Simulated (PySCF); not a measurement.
**Ga²⁺: excitation energy**

Ga²⁺ [Ar] 3d10 4s1 (2S) → Ga²⁺ [Ar] 3d10 4p1 (2P), as a difference of total energies. All numbers are calculated (PySCF 2.14, a scalar-relativistic core potential, in aug-cc-pwCVTZ-PP with ECP10MDF (8s7p6d4f1g, 96 functions)). Correlated levels: valence and next inner shell: nothing frozen outside the core potential. The calculations carry no spin-orbit coupling.

| method | excitation energy (eV) |
| --- | --- |
| UHF | 7.875 |
| LDA | 8.441 |
| PBE0 | 8.136 |
| r2SCAN | 8.161 |
| r2SCANh | 8.151 |
| M06-L | 8.063 |
| wB97X | 8.196 |
| MP2 (valence and next inner shell) | 8.290 |
| SCS-MP2 (valence and next inner shell) | 8.217 |

Q: Estimate what PBE gives.

A: 8.202 eV, closest to wB97X among the rows shown.

Q: Estimate what B97-3 gives.

A: 8.146 eV, closest to r2SCANh among the rows shown.
